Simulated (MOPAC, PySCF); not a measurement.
C₂H₄O₃, SMILES `COC(=O)O` (C–O–C–O torsion 0°, O–C–O–H torsion 0°), neutral singlet in the gas phase. 

Cartesian coordinates (Å):
SMILES: O(C(=O)O)C
```xyz
9

C     -1.3893    -0.1770     0.0695
O     -0.0799    -0.7321    -0.1350
C      0.9218     0.1379    -0.0416
O      0.8284     1.3149     0.1932
O      2.0753    -0.5177    -0.2555
H     -1.4664     0.2562     1.0656
H     -2.0750    -1.0119    -0.0397
H     -1.5962     0.5903    -0.6750
H      2.7812     0.1392    -0.1815
```
Charge 0, spin multiplicity 1.

All levels are single points at this geometry (B3LYP-D3(BJ)/def2-TZVP); Pople sets use spherical d functions. Orbital energies aren't observables, and empty levels follow the basis.

```tsv
level	HOMO (eV)	LUMO (eV)	gap (eV)	dipole (D)	vertical IE, Delta-SCF (eV)
B3LYP-D3(BJ)/def2-TZVP in PySCF	-8.29	0.55	8.84	0.68	–
M06-2X/def2-TZVP in PySCF	-10.40	1.57	11.97	0.67	–
PBE-D3(BJ)/def2-TZVP in PySCF	-6.78	-0.11	6.67	0.64	–
B3LYP/3-21G in PySCF	-7.56	1.33	8.89	0.55	–
B3LYP/6-311+G** in PySCF	-8.42	-0.22	8.20	0.72	–
B3LYP/6-31G* in PySCF	-7.85	1.18	9.03	0.56	10.93
M06-2X/6-31G* in PySCF	-10.00	2.52	12.52	0.56	–
PBE/6-31G* in PySCF	-6.31	0.34	6.66	0.51	–
SVWN5/6-31G* in PySCF	-6.52	0.08	6.60	0.50	–
HF/3-21G in PySCF	-12.62	5.87	18.49	0.81	–
HF/6-31G* in PySCF	-12.89	5.98	18.86	0.68	–
AM1 in MOPAC	-12.06	1.30	13.36	0.75	–
PM7 in MOPAC	-11.75	0.44	12.19	1.01	–
```
